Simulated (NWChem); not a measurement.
# Correlation energy of Te

```
Te
```
Charge 0, spin multiplicity 3.

Program: NWChem.

Basis set: def2-SVP. Each correlation energy counts from its own Hartree-Fock reference.

Effective core potentials replace the inner electrons of Te; spin-orbit coupling is left out. The correlated methods keep 4 core orbitals frozen. No SCF solution was tested for a lower state. Open-shell Hartree-Fock references start from PBE0 orbitals. Coupled-cluster values serve here as a point of comparison, not as the truth.

One of these methods gave a correlation energy of -91.4 mHa. Which?
A. UMP2
B. CCSD(T) on UHF
C. CCSD(T) on ROHF
D. SCS-UMP2

B, CCSD(T) on UHF. The others give -95.0 (CCSD(T) on ROHF), -77.3 (UMP2), -73.1 (SCS-UMP2).
